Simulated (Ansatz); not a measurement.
A run for Ansatz (an electronic-structure program): R-CAM-B3LYP/def2-TZVPPD on C2H2 (SMILES C#C). The basis file is the Basis Set Exchange's JSON of that set.

Ansatz 0.2 input:
```yaml
crystal:
  periodic: [false, false, false]
  atoms:
    - {symbol: C, position_ang: [0.00000000, -0.00000000, 0.59839447]}
    - {symbol: C, position_ang: [-0.00000000, 0.00000000, -0.59839447]}
    - {symbol: H, position_ang: [-0.00000000, -0.00000000, -1.66106597]}
    - {symbol: H, position_ang: [-0.00000000, 0.00000000, 1.66106597]}
basis:
  gaussian:
    orbitals: def2-TZVPPD.json
hamiltonian:
  xc: {name: CAM-B3LYP}
scf: {lower_state_search: off}
```

The log:

```
WARN ansatz: RAYON_NUM_THREADS=1 ignored (pool sized by the plan → 1); use --threads N
Functional definition: CAM-B3LYP
these checks for a lower state are left out or cut short: stability, starts, cluster_reference, orbital_swaps, neighbouring_geometries, increment
integrals: 0.02 GiB planned
466 factors; their error is unknown
integrals: 0.05 GiB planned
164 factors; integrals over basis functions are off by at most 4.2e-5 eV
mean field: 0.26 GiB planned
mean field evaluation 1: about -2100.7527 eV, gradient 3.7e1 eV
mean field evaluation 2: about -2102.0280 eV, gradient 2.8e1 eV
mean field evaluation 4: about -2103.8481 eV, gradient 4.7e-2 eV
mean field evaluation 8: about -2103.8445 eV, gradient 5.6e-4 eV
mean field -2103.84452328 eV, -77.3148601936 hartree, gradient 6.6e-7 eV, S^2 0.000000; 0 other end points of the search recorded, 0 dependent functions left out
reference -2103.84461307 eV, -77.3148634933 hartree; 7, 7 occupied and 101, 101 virtual orbitals, 466 factors
Total energy: -2103.84461307 eV, -77.3148634933 hartree
Checks for a lower state left out: stability, starts, cluster_reference, orbital_swaps, neighbouring_geometries, increment
```

Self-consistency was reached.

Cost: around 0.6 core-seconds (rough).
